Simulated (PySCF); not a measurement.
PySCF input (HF/def2-TZVPD):

```python
from pyscf import gto, scf, dft

mol = gto.M(
    atom='''
    B     0.12442684    0.01987633   -0.01343420
    C     1.52345004   -0.15725571   -0.39101501
    C    -0.94796326   -1.19059009    0.02771212
    N    -0.46763703    1.33052993    0.41497089
    H     1.95498812   -1.13133466   -0.62248824
    H     2.25323433    0.65605660   -0.43099906
    H    -1.80268125   -1.01098647   -0.64432371
    H    -0.49991074   -2.14372736   -0.27072300
    H    -1.37852750   -1.32565492    1.03085103
    H     0.09186783    2.13657109    0.16681144
    H    -1.42056637    1.49305942    0.11306365
    ''',
    basis='def2-tzvpd',
    charge=-1,
    spin=0,
    verbose=4,
)

mf = scf.RHF(mol).density_fit(auxbasis='def2-universal-jkfit')
mf.conv_tol = 1e-9
mf.max_cycle = 100
mf.max_memory = 1500
mf.kernel()
if not mf.converged:
    mf = mf.newton()
    mf.kernel(mf.make_rdm1())
mf.analyze()
```

Output:

```
PySCF version 2.14.0

[INPUT] verbose = 4
[INPUT] num. atoms = 11
[INPUT] num. electrons = 32
[INPUT] charge = -1
[INPUT] spin (= nelec alpha-beta = 2S) = 0
[INPUT] symmetry False subgroup None
[INPUT] Mole.unit = angstrom
[INPUT] Symbol           X                Y                Z      unit          X                Y                Z       unit  Magmom
[INPUT]  1 B      0.124426840000   0.019876330000  -0.013434200000 AA    0.235132650145   0.037560820061  -0.025386958703 Bohr   0.0
[INPUT]  2 C      1.523450040000  -0.157255710000  -0.391015010000 AA    2.878903340058  -0.297170223424  -0.738911279494 Bohr   0.0
[INPUT]  3 C     -0.947963260000  -1.190590090000   0.027712120000 AA   -1.791390937550  -2.249889196721   0.052368317131 Bohr   0.0
[INPUT]  4 N     -0.467637030000   1.330529930000   0.414970890000 AA   -0.883705912405   2.514337168237   0.784181331767 Bohr   0.0
[INPUT]  5 H      1.954988120000  -1.131334660000  -0.622488240000 AA    3.694392123578  -2.137912662628  -1.176332289363 Bohr   0.0
[INPUT]  6 H      2.253234330000   0.656056600000  -0.430999060000 AA    4.257995778168   1.239767296213  -0.814470183345 Bohr   0.0
[INPUT]  7 H     -1.802681250000  -1.010986470000  -0.644323710000 AA   -3.406573852389  -1.910487543941  -1.217595347464 Bohr   0.0
[INPUT]  8 H     -0.499910740000  -2.143727360000  -0.270723000000 AA   -0.944694385329  -4.051057596137  -0.511592325621 Bohr   0.0
[INPUT]  9 H     -1.378527500000  -1.325654920000   1.030851030000 AA   -2.605039430181  -2.505124734482   1.948026121926 Bohr   0.0
[INPUT] 10 H      0.091867830000   2.136571090000   0.166811440000 AA    0.173605038358   4.037534205763   0.315227936044 Bohr   0.0
[INPUT] 11 H     -1.420566370000   1.493059420000   0.113063650000 AA   -2.684481381068   2.821473391502   0.213659333144 Bohr   0.0

nuclear repulsion = 106.080955975655
number of shells = 87
number of NR pGTOs = 285
number of NR cGTOs = 211
basis = def2-tzvpd
ecp = {}

******** <class 'pyscf.df.df_jk.DFRHF'> ********
method = DFRHF
initial guess = minao
damping factor = 0
level_shift factor = 0
DIIS = <class 'pyscf.scf.diis.CDIIS'>
diis_start_cycle = 1
diis_space = 8
diis_damp = 0
SCF conv_tol = 1e-09
SCF conv_tol_grad = None
SCF max_cycles = 100
direct_scf = False
Set gradient conv threshold to 3.16228e-05
Initial guess from minao.
******** <class 'pyscf.df.df.DF'> ********
auxbasis = def2-universal-jkfit
init E= -159.305416001727
  HOMO = -0.180805619040935  LUMO = 0.0320085678148985  gap/eV = 5.79097
cycle= 1 E= -158.922468274768  delta_E= 0.383  |g|= 0.489  |ddm|= 2.26
  HOMO = 0.0250765269204773  LUMO = 0.174541700158088  gap/eV = 4.06715
cycle= 2 E= -158.989350814237  delta_E= -0.0669  |g|= 0.241  |ddm|= 1.01
  HOMO = -0.0597303808155303  LUMO = 0.172690597706412  gap/eV = 6.32450
cycle= 3 E= -159.004844170253  delta_E= -0.0155  |g|= 0.0501  |ddm|= 0.327
  HOMO = -0.053863348410669  LUMO = 0.173310904749965  gap/eV = 6.18173
cycle= 4 E= -159.006024881319  delta_E= -0.00118  |g|= 0.00893  |ddm|= 0.142
  HOMO = -0.0525407196388592  LUMO = 0.173328296546838  gap/eV = 6.14621
cycle= 5 E= -159.006077919457  delta_E= -5.3e-05  |g|= 0.00371  |ddm|= 0.0471
  HOMO = -0.0524695743485104  LUMO = 0.17333998876142  gap/eV = 6.14459
cycle= 6 E= -159.006087906096  delta_E= -9.99e-06  |g|= 0.00138  |ddm|= 0.0241
  HOMO = -0.0523009497409941  LUMO = 0.173357239102327  gap/eV = 6.14047
[...]
cycle= 11 E= -159.006090294771  delta_E= -6.64e-10  |g|= 6.92e-06  |ddm|= 0.000485
  HOMO = -0.0523101232752357  LUMO = 0.173356098592141  gap/eV = 6.14069
Extra cycle  E= -159.006090294859  delta_E= -8.81e-11  |g|= 4.03e-06  |ddm|= 0.000127
converged SCF energy = -159.006090294859
**** SCF Summaries ****
Total Energy =                        -159.006090294858751
Nuclear Repulsion Energy =             106.080955975654518
One-electron Energy =                 -430.838332613781517
Two-electron Energy =                  165.751286343268276
Two-electron Coulomb Energy =          189.331987390676971
DFT Exchange-Correlation Energy =      -23.580701047408695
HOMO-LUMO gap [eV] =                     6.140690674908144
**** MO energy ****
MO #1   energy= -15.3333734015619  occ= 2
MO #2   energy= -11.0061741367423  occ= 2
MO #3   energy= -10.9366608275149  occ= 2
MO #4   energy= -7.34020008658658  occ= 2
MO #5   energy= -0.932816366092769 occ= 2
MO #6   energy= -0.74541457730694  occ= 2
MO #7   energy= -0.649927149200037 occ= 2
MO #8   energy= -0.450499972996254 occ= 2
MO #9   energy= -0.438581170401921 occ= 2
MO #10  energy= -0.366731332158199 occ= 2
MO #11  energy= -0.357123398708974 occ= 2
MO #12  energy= -0.312536846867003 occ= 2
MO #13  energy= -0.285277975606776 occ= 2
MO #14  energy= -0.234750537354977 occ= 2
MO #15  energy= -0.225504068314343 occ= 2
MO #16  energy= -0.0523101232752357 occ= 2
MO #17  energy= 0.173356098592141  occ= 0
MO #18  energy= 0.209043297988668  occ= 0
MO #19  energy= 0.233046014046931  occ= 0
MO #20  energy= 0.271020521041844  occ= 0
MO #21  energy= 0.27209493263737   occ= 0
MO #22  energy= 0.282502014608324  occ= 0
MO #23  energy= 0.288181342197824  occ= 0
MO #24  energy= 0.317398632525725  occ= 0
MO #25  energy= 0.330319254034673  occ= 0
MO #26  energy= 0.335643193150722  occ= 0
MO #27  energy= 0.338615402721816  occ= 0
MO #28  energy= 0.346022598435444  occ= 0
MO #29  energy= 0.363494523197839  occ= 0
MO #30  energy= 0.375452620204376  occ= 0
MO #31  energy= 0.389338331336865  occ= 0
MO #32  energy= 0.400104087401184  occ= 0
MO #33  energy= 0.402207594632421  occ= 0
MO #34  energy= 0.406280826046488  occ= 0
MO #35  energy= 0.426015606231516  occ= 0
MO #36  energy= 0.444603480083318  occ= 0
MO #37  energy= 0.465072708690561  occ= 0
MO #38  energy= 0.469469113139162  occ= 0
MO #39  energy= 0.477042190751066  occ= 0
MO #40  energy= 0.49424952116548   occ= 0
MO #41  energy= 0.494503029032132  occ= 0
MO #42  energy= 0.513301601331171  occ= 0
MO #43  energy= 0.518467103831735  occ= 0
MO #44  energy= 0.5249365870481    occ= 0
MO #45  energy= 0.538509084732864  occ= 0
MO #46  energy= 0.540715648312024  occ= 0
MO #47  energy= 0.55155481960079   occ= 0
MO #48  energy= 0.558056478476312  occ= 0
MO #49  energy= 0.568812890102378  occ= 0
MO #50  energy= 0.572310157540506  occ= 0
MO #51  energy= 0.582402966510182  occ= 0
MO #52  energy= 0.586219100004903  occ= 0
MO #53  energy= 0.603308600493184  occ= 0
MO #54  energy= 0.613845668518116  occ= 0
MO #55  energy= 0.616616513534027  occ= 0
MO #56  energy= 0.627136775972527  occ= 0
MO #57  energy= 0.634842292475087  occ= 0
MO #58  energy= 0.6425480369085    occ= 0
MO #59  energy= 0.651690107837033  occ= 0
MO #60  energy= 0.655791103421488  occ= 0
MO #61  energy= 0.667936834600483  occ= 0
MO #62  energy= 0.680698722870537  occ= 0
MO #63  energy= 0.692188543782346  occ= 0
MO #64  energy= 0.704886849800721  occ= 0
MO #65  energy= 0.712184802880692  occ= 0
MO #66  energy= 0.714988138470995  occ= 0
MO #67  energy= 0.740891959476018  occ= 0
MO #68  energy= 0.747494325228043  occ= 0
MO #69  energy= 0.75249750619302   occ= 0
MO #70  energy= 0.777304710548517  occ= 0
MO #71  energy= 0.795559030442202  occ= 0
MO #72  energy= 0.810452538412766  occ= 0
MO #73  energy= 0.831038709137868  occ= 0
MO #74  energy= 0.831447294775014  occ= 0
MO #75  energy= 0.841388881036437  occ= 0
MO #76  energy= 0.86600942023334   occ= 0
MO #77  energy= 0.879417630803196  occ= 0
MO #78  energy= 0.895506387476256  occ= 0
MO #79  energy= 0.916813250556743  occ= 0
MO #80  energy= 0.950591341220793  occ= 0
MO #81  energy= 0.986000662849667  occ= 0
MO #82  energy= 0.990493561395504  occ= 0
MO #83  energy= 1.00729917251755   occ= 0
MO #84  energy= 1.03574403549194   occ= 0
MO #85  energy= 1.04431186478853   occ= 0
MO #86  energy= 1.04835421548608   occ= 0
MO #87  energy= 1.07416801932582   occ= 0
MO #88  energy= 1.08592528188011   occ= 0
MO #89  energy= 1.11480828607116   occ= 0
MO #90  energy= 1.12516715795473   occ= 0
MO #91  energy= 1.14754364311247   occ= 0
MO #92  energy= 1.16509952868521   occ= 0
MO #93  energy= 1.17486234581916   occ= 0
MO #94  energy= 1.20039842925007   occ= 0
MO #95  energy= 1.21481814968455   occ= 0
MO #96  energy= 1.25272993992162   occ= 0
MO #97  energy= 1.2760187513166    occ= 0
MO #98  energy= 1.31701858578955   occ= 0
MO #99  energy= 1.36359040624376   occ= 0
MO #100 energy= 1.40208557265693   occ= 0
MO #101 energy= 1.42560818296536   occ= 0
MO #102 energy= 1.44269625447438   occ= 0
MO #103 energy= 1.48573022197554   occ= 0
MO #104 energy= 1.53883401093628   occ= 0
MO #105 energy= 1.550113958712     occ= 0
MO #106 energy= 1.58817969691012   occ= 0
MO #107 energy= 1.59567456241656   occ= 0
[...]
```

It need not be the lowest isomer of its formula. Whether it binds its extra electron was not tested at this geometry.
